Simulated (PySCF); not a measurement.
PySCF job for I₄Ti, SMILES [I][Ti-]([I])([I])[I] (connectivity only; charge and spin as stated), charge -1, multiplicity 2, PBE-D3(BJ)/def2-SVPD. Coordinates come from a PBE-D3(BJ)/def2-SVPD optimisation. The spin state was assumed, not searched. The def2 effective core potentials stand for the cores of I; spin–orbit coupling is left out.

```python
import numpy as np
from pyscf import gto, scf, dft, df
from pyscf.hessian import thermo

mol = gto.M(
    atom='''
    Ti    0.00000000    0.00000000    0.00000000
    I    -1.50782794    1.50782794    1.57491408
    I    -1.50782794   -1.50782794   -1.57491408
    I     1.50782794   -1.50782794    1.57491408
    I     1.50782794    1.50782794   -1.57491408
    ''',
    basis='def2-SVPD',
    ecp={'I': 'def2-svp'},
    charge=-1,
    spin=1,
    max_memory=1600,
    verbose=3,
)
mf = dft.UKS(mol, xc='pbe').density_fit(auxbasis='def2-universal-jkfit')
mf.disp = 'd3bj'
mf.grids.level = 3
mf.conv_tol = 1e-11
mf.max_cycle = 100
mf.kernel()
fine, coarse = mf.grids, dft.Grids(mol).set(level=1).build(with_non0tab=True)
for _ in range(3):  # follow internal instabilities
    mf.grids = coarse
    mo, _, stable, _ = mf.stability(return_status=True, nroots=4)
    mf.grids = fine
    if stable:
        break
    mf.kernel(mf.make_rdm1(mo, mf.mo_occ))

# [left out here: the lines that compute and print the analytic Hessian (its translational invariance restored by hand, since the grid's response is missing), thermochemistry and intensities]
```

Output:

```

WARN: HOMO -1.54007421853414 >= LUMO -1.54007421853414


WARN: HOMO 0.125920451156811 >= LUMO 0.12640172529528

converged SCF energy = -2040.26116425934  <S^2> = 0.76008634  2S+1 = 2.010061
<class 'pyscf.df.df_jk.DFUKS'> wavefunction is stable in the internal stability analysis

WARN: DFTD3 does not support analytical Hessian, using finite difference


WARN: Mole.unit (angstrom) is changed to Bohr

Mode                                 0                   1                   2
Irrep
Freq [cm^-1]                       25.5488             40.6780             47.3197
Reduced mass [au]                 126.9045            126.9045            107.8623
Force const [Dyne/A]                0.0488              0.1237              0.1423
Char temp [K]                      36.7590             58.5267             68.0825
Normal mode                   x     y     z       x     y     z       x     y     z
       0  Ti                 0.00  0.00  0.00   -0.00  0.00 -0.00    0.04  0.03  0.00
       1   I                -0.03 -0.03 -0.00    0.02 -0.02  0.04   -0.02 -0.03 -0.01
       2   I                -0.03  0.03  0.00    0.02  0.02 -0.04    0.01  0.02  0.04
       3   I                 0.03  0.03 -0.00   -0.02  0.02  0.04   -0.02 -0.03  0.01
       4   I                 0.03 -0.03 -0.00   -0.02 -0.02 -0.04    0.01  0.02 -0.04
Mode                                 3                   4                   5
Irrep
Freq [cm^-1]                       47.3197             54.6156            133.7034
Reduced mass [au]                 107.8623            110.8731            126.9045
Force const [Dyne/A]                0.1423              0.1949              1.3366
Char temp [K]                      68.0826             78.5797            192.3694
Normal mode                   x     y     z       x     y     z       x     y     z
       0  Ti                 0.03 -0.04 -0.00   -0.00  0.00 -0.04    0.00  0.00  0.00
       1   I                 0.02 -0.01 -0.04    0.03 -0.03  0.00   -0.03  0.03  0.03
       2   I                -0.03  0.02 -0.01   -0.03 -0.03  0.00   -0.03 -0.03 -0.03
       3   I                 0.02 -0.01  0.04   -0.03  0.03  0.00    0.03 -0.03  0.03
       4   I                -0.03  0.02  0.01    0.03  0.03  0.00    0.03  0.03 -0.03
Mode                                 6                   7                   8
Irrep
Freq [cm^-1]                      261.8149            261.8149            279.4036
Reduced mass [au]                  54.4103             54.4103             53.6750
Force const [Dyne/A]                2.1975              2.1975              2.4688
Char temp [K]                     376.6934            376.6934            401.9996
Normal mode                   x     y     z       x     y     z       x     y     z
       0  Ti                 0.10 -0.08 -0.00    0.08  0.10 -0.00   -0.00  0.00 -0.13
       1   I                -0.02  0.02  0.02   -0.00 -0.00 -0.00   -0.01  0.01  0.01
       2   I                -0.00  0.00 -0.00   -0.02 -0.02 -0.02    0.01  0.01  0.01
       3   I                -0.02  0.02 -0.02   -0.00 -0.00  0.00    0.01 -0.01  0.01
       4   I                -0.00  0.00  0.00   -0.02 -0.02  0.02   -0.01 -0.01  0.01
temperature 298.1500 [K]
pressure 101325.00 [Pa]
Rotational constants [GHz] 0.21895 0.20943 0.20943
Symmetry number 4
Zero-point energy (ZPE) 0.00262 [Eh]   6891.799 [J/mol]
                           tot       elec      trans        rot        vib
Entropy [J/mol/K]       467.852      5.763    187.565    133.949    140.575
Cv [J/mol/K]             96.135      0.000     12.472     12.472     71.191
Cp [J/mol/K]            104.449      0.000     20.786     12.472     71.191
Internal energy [J/mol]                      3718.434   3718.434  23450.218
Internal energy [Eh]   -2040.24940  -2040.26116
Enthalpy [J/mol]                             6197.391   3718.434  23450.218
Enthalpy [Eh]          -2040.24846
Gibbs free energy [J/mol]                  -49725.091 -36218.474 -18462.095
Gibbs free energy [Eh] -2040.30158
mode   freq/cm-1   IR/(km/mol)
   1       25.55         0.000
   2       40.68         0.000
   3       47.32         0.033
   4       47.32         0.033
   5       54.62         0.348
   6      133.70         0.000
   7      261.81        71.491
   8      261.81        71.491
   9      279.40        45.487
max |gradient| / (hartree/bohr): 0.0001734259927350907
APT charges: [ 1.4844 -0.6214 -0.6214 -0.6214 -0.6214]
```

Self-consistency was reached.
